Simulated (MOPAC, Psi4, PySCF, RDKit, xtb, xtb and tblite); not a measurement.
Two geometries of SMILES CC(C)c1ccc(C=O)cc1, relaxed at GFN2-xTB with one dihedral held; other torsions can differ between them too.

Structure A

```
23

C     -2.3906    -1.1659     0.6188
C     -1.7959    -0.1601    -0.3692
C     -2.4143     1.2258    -0.1728
C     -0.2947    -0.0985    -0.2341
C      0.5240    -0.4314    -1.3060
C      1.9016    -0.3836    -1.1966
C      2.4912     0.0058    -0.0003
C      3.9696     0.0915     0.1023
O      4.6165     1.0981     0.0300
C      1.6815     0.3607     1.0719
C      0.3060     0.2965     0.9558
H     -3.4649    -1.2478     0.4692
H     -1.9452    -2.1479     0.4750
H     -2.2108    -0.8545     1.6446
H     -2.0330    -0.4984    -1.3840
H     -1.9824     1.9362    -0.8742
H     -2.2374     1.5897     0.8361
H     -3.4884     1.1842    -0.3389
H      0.0788    -0.7313    -2.2441
H      2.5231    -0.6439    -2.0411
H      4.4654    -0.8981     0.2180
H      2.1346     0.6804     1.9988
H     -0.3036     0.5674     1.8046
```

Structure B

```
23

C      2.3657    -1.1709     0.6196
C      1.7965    -0.1541    -0.3726
C      2.4385     1.2204    -0.1710
C      0.2967    -0.0665    -0.2462
C     -0.5208    -0.3990    -1.3214
C     -1.8957    -0.3110    -1.2259
C     -2.4881     0.1055    -0.0363
C     -3.9508     0.0942     0.1021
O     -4.5515    -0.2396     1.0903
C     -1.6755     0.4068     1.0560
C     -0.3025     0.3410     0.9428
H      3.4384    -1.2756     0.4738
H      1.8999    -2.1432     0.4754
H      2.1885    -0.8544     1.6442
H      2.0347    -0.4964    -1.3858
H      2.0277     1.9385    -0.8776
H      2.2590     1.5885     0.8358
H      3.5131     1.1578    -0.3266
H     -0.0721    -0.7321    -2.2466
H     -2.5174    -0.5710    -2.0708
H     -4.4915     0.3512    -0.8334
H     -2.1404     0.7051     1.9840
H      0.3101     0.5979     1.7938
```

Problem. Which is lower in energy at the level PBE0-D3(BJ)/def2-SVP // GFN2-xTB in Psi4 1.11, and by how much?

Solution. B is lower, by 26.72 kJ/mol (dihedral C6–C7–C8–O9: 100° in A, 140° in B).

E(B) − E(A) in kJ/mol at the other levels, on the same two geometries: GFN2-xTB (xtb and tblite) -15.65; MMFF94 // GFN2-xTB (RDKit) -21.83; PBE0/def2-SVP // GFN2-xTB (Psi4) -26.63; PBE/def2-SVP // GFN2-xTB (Psi4) -28.36; PBE-D3(BJ)/def2-SVP // GFN2-xTB (Psi4) -28.51; UFF // GFN2-xTB (RDKit) -24.60; AM1, restricted, heats of formation // GFN2-xTB (MOPAC) -7.07; PM3, restricted, heats of formation // GFN2-xTB (MOPAC) -3.14; GFN1-xTB // GFN2-xTB (xtb) -14.93; restricted B3LYP/6-31G*, spherical d, density fitting // GFN2-xTB (PySCF) -27.71.
